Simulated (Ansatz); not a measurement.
Geometry optimisation, UKS B3LYP/def2-SVP in Ansatz.

input.yaml

```yaml
crystal:
  periodic: [false, false, false]
  atoms:
    - { symbol: W, position_ang: [0.005003, -0.08915, -0.220621] }
    - { symbol: F, position_ang: [0.174748, 0.323567, 2.795294] }
    - { symbol: F, position_ang: [1.737372, 0.586769, 0.008389] }
    - { symbol: H, position_ang: [-0.935073, 1.168458, 0.401731] }
    - { symbol: H, position_ang: [-1.061521, 0.69508, -1.273107] }
    - { symbol: F, position_ang: [-0.502506, -1.697041, 0.577347] }
    - { symbol: H, position_ang: [0.13923, -0.419228, -1.86624] }
    - { symbol: F, position_ang: [0.572746, -0.698455, 3.497206] }
magnetization:
  spin_polarized: true
  initial_magnetization: 1
basis:
  gaussian: { orbitals: def2-SVP }
hamiltonian:
  xc: b3lyp
relax:
  f_tol: 0.03
  max_steps: 50
```

Launched with:

```bash
$ ansatz run input.yaml --threads 4 --pin off --max-ram 5120MiB --backend cpu --events-out ev --progress --plain --runs-dir out
```

Task: Where does it end, and by what steps?

Result: It converged. After 29 steps the energy has fallen by 7.309 eV; F8 moved furthest, 2.44 Å. Parted: F2–F8 (1.30 → 2.99 Å). Joined: W1–F2 (3.05 → 1.84 Å), W1–F8 (3.81 → 1.91 Å), H5–H7 (1.74 → 0.77 Å).

```csv
step,energy less start (eV),largest force component (eV/Å),accepted
0,0.0000,3.727,yes
2,-0.2399,0.457,yes
4,-1.8877,4.657,yes
6,-3.1657,1.196,yes
8,-3.3972,0.292,yes
10,-3.5406,0.319,yes
12,-3.7573,0.411,yes
14,-4.0429,4.842,yes
16,-6.9732,1.279,yes
18,-7.1392,0.301,yes
20,-7.1983,0.280,yes
22,-7.2463,0.307,yes
24,-7.2760,0.176,yes
26,-7.3028,0.215,yes
28,-7.3084,0.058,yes
29,-7.3092,0.027,yes
```

```xyz
8
Properties=species:S:1:pos:R:3
W -0.005 0.164 0.987
F -0.109 0.917 2.668
F 1.159 1.482 0.347
H -1.103 0.904 -0.093
H 0.057 -0.298 -1.170
F -1.439 -1.060 0.906
H 0.641 -0.752 -0.941
F 0.929 -1.487 1.216
```

Whether the end is a true minimum wasn't checked by a vibrational analysis.

Run time: 96 s on 4 threads of Arm Neoverse V1, on a shared host, peak memory 0.33 GiB.
